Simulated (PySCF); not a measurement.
## `CB(C)C(F)=C=CF`, C₅H₇BF₂

Molfile (atoms numbered from 1):
```
C5H7BF2
     RDKit          3D

 15 14  0  0  0  0  0  0  0  0999 V2000
   -0.7876    1.2869    0.5321 C   0  0  0  0  0  0  0  0  0  0  0  0
   -0.7272   -0.2000    0.0332 B   0  0  0  0  0  0  0  0  0  0  0  0
   -2.0019   -1.1021   -0.1151 C   0  0  0  0  0  0  0  0  0  0  0  0
    0.6594   -0.8399   -0.3147 C   0  0  0  0  0  0  0  0  0  0  0  0
    0.6709   -2.1584   -0.6692 F   0  0  0  0  0  0  0  0  0  0  0  0
    1.8036   -0.2033   -0.2811 C   0  0  0  0  0  0  0  0  0  0  0  0
    2.8903    0.4993   -0.2017 C   0  0  0  0  0  0  0  0  0  0  0  0
    3.3803    1.2173   -1.2314 F   0  0  0  0  0  0  0  0  0  0  0  0
    0.1032    1.8677    0.3093 H   0  0  0  0  0  0  0  0  0  0  0  0
   -0.9058    1.2914    1.6164 H   0  0  0  0  0  0  0  0  0  0  0  0
   -1.6513    1.8186    0.1392 H   0  0  0  0  0  0  0  0  0  0  0  0
   -2.1487   -1.3661   -1.1634 H   0  0  0  0  0  0  0  0  0  0  0  0
   -1.8756   -2.0534    0.4015 H   0  0  0  0  0  0  0  0  0  0  0  0
   -2.9200   -0.6409    0.2391 H   0  0  0  0  0  0  0  0  0  0  0  0
    3.5061    0.5906    0.6840 H   0  0  0  0  0  0  0  0  0  0  0  0
  1  2  1  0
  2  3  1  0
  2  4  1  0
  4  5  1  0
  4  6  2  0
  6  7  2  0
  7  8  1  0
  1  9  1  0
  1 10  1  0
  1 11  1  0
  3 12  1  0
  3 13  1  0
  3 14  1  0
  7 15  1  0
M  END
```

Level of theory: TDDFT CAM-B3LYP/def2-SVPD circular dichroism and optical rotation, one conformer, gas phase (PySCF 2.14.0). Geometry: GFN2-xTB.

No stereocentre is labelled: unless the shape is locked (an allene, a helicene, a hindered biaryl), the mirror image is equally populated and a measured rotation or CD is zero.

Draw the ECD and absorption spectra from the lowest 16 states, each a Gaussian of half-width 0.25 eV at 1/e height.


| E (eV) | λ (nm) | Δε (L mol⁻¹ cm⁻¹) | ε (L mol⁻¹ cm⁻¹) |
| --- | --- | --- | --- |
| 4.09 | 303 | -0.01 | 0.344 |
| 4.19 | 296 | -0.04 | 1.45 |
| 4.29 | 289 | -0.14 | 4.45 |
| 4.39 | 282 | -0.31 | 9.91 |
| 4.49 | 276 | -0.49 | 16 |
| 4.59 | 270 | -0.58 | 18.8 |
| 4.69 | 264 | -0.49 | 16 |
| 4.79 | 259 | -0.31 | 9.91 |
| 4.89 | 253 | -0.14 | 4.47 |
| 4.99 | 248 | -0.04 | 1.76 |
| 5.09 | 243 | 0.00 | 4.07 |
| 5.19 | 239 | +0.05 | 32.5 |
| 5.29 | 234 | +0.33 | 205 |
| 5.39 | 230 | +1.38 | 946 |
| 5.49 | 226 | +3.92 | 3170 |
| 5.59 | 222 | +7.18 | 7740 |
| 5.69 | 218 | +7.09 | 13800 |
| 5.79 | 214 | -0.49 | 17900 |
| 5.89 | 210 | -12.17 | 17100 |
| 5.99 | 207 | -18.21 | 12000 |
| 6.09 | 203 | -14.52 | 6200 |
| 6.19 | 200 | -6.81 | 2410 |
| 6.29 | 197 | -1.53 | 709 |
| 6.39 | 194 | +0.21 | 163 |
| 6.49 | 191 | +0.30 | 34.7 |
| 6.59 | 188 | +0.11 | 42.2 |
| 6.69 | 185 | -0.03 | 248 |
| 6.79 | 183 | -0.26 | 1190 |
| 6.89 | 180 | -0.91 | 4180 |
| 6.99 | 177 | -2.32 | 10600 |
| 7.09 | 175 | -4.27 | 19600 |
| 7.19 | 172 | -5.65 | 26300 |
| 7.29 | 170 | -5.11 | 25800 |
| 7.39 | 168 | -2.11 | 18900 |
| 7.49 | 165 | +3.27 | 11600 |
| 7.59 | 163 | +10.64 | 8120 |
| 7.69 | 161 | +18.17 | 7740 |
| 7.79 | 159 | +22.19 | 7610 |
| 7.89 | 157 | +20.17 | 6390 |
| 7.99 | 155 | +13.45 | 4940 |
| 8.09 | 153 | +4.72 | 4800 |
| 8.19 | 151 | -6.41 | 6820 |
| 8.29 | 150 | -21.29 | 10700 |
| 8.39 | 148 | -35.61 | 14600 |
| 8.49 | 146 | -41.44 | 16600 |
| 8.59 | 144 | -37.45 | 16000 |

Δε uses R in velocity form, ε uses f in length form. Only the states computed contribute, so the short-wavelength end is incomplete.
